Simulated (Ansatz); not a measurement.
CH7BSiZn (`C[SiH2][BH][ZnH]`). Total charge 0; spin multiplicity 1. For Zn the d shell is correlated and the shells below it are frozen. Scalar relativity is left out up to krypton.

```
atom   x (Å)   y (Å)   z (Å)
  C1   0.675  -1.494  -0.403
 Si2  -0.269  -0.540   0.911
  B3  -0.922   1.276   0.380
 Zn4  -0.125   2.432  -1.148
  H5   0.026  -1.737  -1.249
  H6   1.069  -2.432  -0.005
  H7   1.515  -0.906  -0.782
  H8   0.665  -0.204   2.039
  H9  -1.333  -1.417   1.484
 H10  -1.785   1.740   1.076
 H11   0.484   3.283  -2.302
```

**Question.** Give the diagnostics of a CCSD(T)/def2-TZVPP run (frozen core, Ansatz 0.2.0). (Best estimate.)

**Answer.** Ansatz gave: T1 = 0.0140, largest single amplitude 0.017, largest double 0.032, (T) share of the correlation energy 3.3 %, 12 CCSD cycles. The RHF solution is stable towards an unrestricted one. T1 lies under the customary mark of 0.02 for closed shells.
